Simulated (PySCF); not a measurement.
## Which basis set comes closest?

Molecule: `O=C(Cl)c1ccco1`, C₅H₃ClO₂.

Geometry:
```json
{"atom": "O1", "x (Å)": "2.683", "y (Å)": "0.336", "z (Å)": "0.964"}
{"atom": "C2", "x (Å)": "1.993", "y (Å)": "0.416", "z (Å)": "-0.003"}
{"atom": "Cl3", "x (Å)": "2.647", "y (Å)": "0.915", "z (Å)": "-1.578"}
{"atom": "C4", "x (Å)": "0.567", "y (Å)": "0.127", "z (Å)": "-0.030"}
{"atom": "C5", "x (Å)": "-0.249", "y (Å)": "-0.276", "z (Å)": "1.000"}
{"atom": "C6", "x (Å)": "-1.543", "y (Å)": "-0.426", "z (Å)": "0.437"}
{"atom": "C7", "x (Å)": "-1.408", "y (Å)": "-0.105", "z (Å)": "-0.888"}
{"atom": "O8", "x (Å)": "-0.146", "y (Å)": "0.228", "z (Å)": "-1.173"}
{"atom": "H9", "x (Å)": "0.067", "y (Å)": "-0.435", "z (Å)": "2.029"}
{"atom": "H10", "x (Å)": "-2.457", "y (Å)": "-0.732", "z (Å)": "0.941"}
{"atom": "H11", "x (Å)": "-2.111", "y (Å)": "-0.074", "z (Å)": "-1.717"}
```

Geometry PBE0-D3(BJ)/def2-SVP throughout; GIAO in PySCF, gas phase, one conformer, non-relativistic; equivalent atoms averaged; functional PBE0.

Reference values (estimated from measurements, as parent shift plus tabulated substituent increments; solution, not stated per compound (mostly CDCl3 or CCl4); Pretsch, Buehlmann, Badertscher, Structure Determination of Organic Compounds, 4th ed. (2009)): δ(H9) = 7.52 ppm, δ(H10) = 6.70 ppm, δ(H11) = 7.88 ppm. Computed shifts are taken against TMS, calculated as an isolated molecule at each level.

Task: How do the basis sets STO-3G, 6-31G, 6-31G*, 6-311+G(2d,p) perform against the reference? Times are CPU seconds on 1 thread of an Arm Neoverse V1, shared host.

Result: 
```
    basis set  functions    H9   H10   H11  mean abs. error H  core-s
       STO-3G         47  6.79  6.19  7.14               0.66     4.4
        6-31G         82  7.43  6.69  7.69               0.10     8.6
       6-31G*        122  7.18  6.38  7.38               0.39      13
6-311+G(2d,p)        242  7.58  6.73  7.68               0.10      35
```

For 1H the closest is 6-31G (0.10 ppm, with 6-311+G(2d,p) practically level) and the furthest STO-3G (0.66 ppm). Where a smaller basis beats a larger one, errors probably cancel. One molecule is a small sample, and vibrational and solvent effects are absent from the calculation.

A small basis that lands close on one nucleus may do so by chance; judge by the trend and by all nuclei.
